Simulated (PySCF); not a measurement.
C6H12O2 (charge +1 and doublet state).
Geometry (GFN2-xTB, Å), atoms numbered from 1 in this order:
```
atom  x, y, z in Å
C1    -2.7779    0.1666   -1.4584
C2    -1.9532   -0.2894   -0.4899
C3    -2.3963   -1.1755    0.6019
C4    -0.5155    0.1105   -0.5055
O5     0.1881   -0.4663    0.5511
C6     1.5444   -0.1875    0.6451
O7     1.9515    0.6899   -0.3350
C8     3.3151    1.0614   -0.3107
H9    -2.4354    0.8162   -2.2468
H10   -3.8186   -0.1087   -1.4762
H11   -1.7997   -2.0901    0.6035
H12   -2.1941   -0.7037    1.5658
H13   -3.4507   -1.4198    0.5252
H14   -0.4259    1.2127   -0.4706
H15   -0.0524   -0.1625   -1.4719
H16    1.7332    0.2108    1.6648
H17    2.0918   -1.1535    0.5844
H18    3.4492    1.7578   -1.1353
H19    3.9641    0.1924   -0.4534
H20    3.5771    1.5495    0.6324
```

The hyperfine couplings belong to this conformer and change with its torsions.

Identity: `C[C]([CH2+])COCOC` [radical] (charge +1).

Method used: UKS B3LYP, pcH-1 on C H O, non-relativistic, mean-field spin-orbit, GIAO in PySCF 2.14.0. Geometry: GFN2-xTB, one conformer, isolated ion. The geometry wasn't refined by DFT: couplings that depend on bond lengths, twists or pyramidal angles can differ widely from those at the functional's own minimum, by a factor of two or more for some ions and for spin on atoms past the first row. No stability test was run, so a lower SCF solution isn't excluded.

Task: The isotropic 17O couplings are -21.4, -11.5 MHz. Assign them to O5; O7.

Result: 
| site | a_iso (MHz) | ρ(0) (bohr⁻³) | position | distance from C1 (Å) | spin population | largest \|T\| (MHz) |
| --- | --- | --- | --- | --- | --- | --- |
| O5 | -21.4 | +0.0354 | 3 bonds from C1 | 3.64 | +0.20 | 70.5 |
| O7 | -11.5 | +0.0190 | 5 bonds from C1 | 4.89 | +0.11 | 37.8 |

ρ(0) is the spin density at the nucleus and T the dipolar tensor; entries for several nuclei are means. The largest Mulliken spin populations are on C1 (+0.40), O5 (+0.20), O7 (+0.11) and C2 (+0.08).

Nuclei that the bonding pattern makes equivalent are averaged, as if the motion that swaps them (rotation, inversion, ring flip) were fast. H9 and H10 aren't averaged: C1 is flat or nearly so (angle sum 360°), and its turn about the short C1–C2 bond (1.35 Å) is taken as slow. The three 1H nuclei of mean +30.8 MHz run from -1.3 to 48.0 MHz in the frozen geometry. The three 1H nuclei of mean +11.1 MHz run from -0.1 to 17.5 MHz in the frozen geometry.

C2, the radical centre as drawn in `[CH2+][C](C)COCOC`, holds a spin population of +0.08 out of 1.
